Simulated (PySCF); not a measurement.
C3H8Si2, SMILES C=C1C[SiH2][SiH2]1. Geometry optimised at TPSSh-D3(BJ)/def2-SVP. This is a generated structure with no PubChem entry under its InChIKey; it may be hypothetical.

Method: PySCF 2.14.0 with TPSSh-D3(BJ)/def2-SVP.

Harmonic wavenumbers (cm⁻¹): 90, 248, 312, 351, 417, 438, 500, 591, 620, 627, 659, 693, 714, 779, 833, 914, 939, 943, 947, 1070, 1118, 1177, 1414, 1437, 1683, 2227, 2238, 2249, 2254, 3013, 3093, 3112, 3209. Rotational constants (GHz): 4.331, 2.778, 1.909; symmetry number 1.

Task: Work out the zero-point energy and the ideal-gas rigid-rotor harmonic-oscillator thermochemistry at 298.15 K and 1 atm.

Result: ZPE = ½ Σ hcν = ½ × 40907 cm⁻¹ = 244.68 kJ/mol. H − E(el) = 265.21 kJ/mol. Entropy in J/(mol K): translation 166.21, rotation 113.13, vibration 57.17, total 336.51. G − E(el) = 164.87 kJ/mol. Cp = 120.00 J/(mol K). Modes under 150 cm⁻¹ make the vibrational entropy uncertain.
